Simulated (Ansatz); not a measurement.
ClPb (SMILES [Cl][Pb+]), charge +1, singlet, geometry from GFN2-xTB (such geometries of metal compounds can be far from the true shape) (core potentials on Pb); Ansatz (a program for electronic structure) with HF/def2-SVP.

Ansatz was given this input:
Ansatz 0.2 input:
```yaml
crystal:
  periodic: [false, false, false]
  atoms:
    - {symbol: Pb, position_ang: [-0.00000000, -0.00000000, -0.40772011]}
    - {symbol: Cl, position_ang: [0.00000000, 0.00000000, 1.96664995]}
basis:
  gaussian:
    orbitals: def2-SVP
hamiltonian:
  xc: hf
total_charge: 1
```

It wrote (shortened):

```
Functional definition: HF
505 factors; integrals over basis functions are off by at most 2.7e-4 eV
mean field evaluation 1: about -17710.9004 eV, gradient 3.1e1 eV
mean field evaluation 2: about -17710.9817 eV, gradient 3.1e1 eV
mean field evaluation 4: about -17714.4879 eV, gradient 1.7e0 eV
mean field evaluation 8: about -17714.5266 eV, gradient 1.8e-1 eV
mean field -17714.52709543 eV, -650.9968634192 hartree, gradient 5.7e-5 eV, S^2 0.000000; 0 other end points of the search recorded, 0 dependent functions left out
reference -17714.52709543 eV, -650.9968634192 hartree; 19, 19 occupied and 25, 25 virtual orbitals, 505 factors
Total energy: -17714.52709543 eV, -650.9968634192 hartree
```
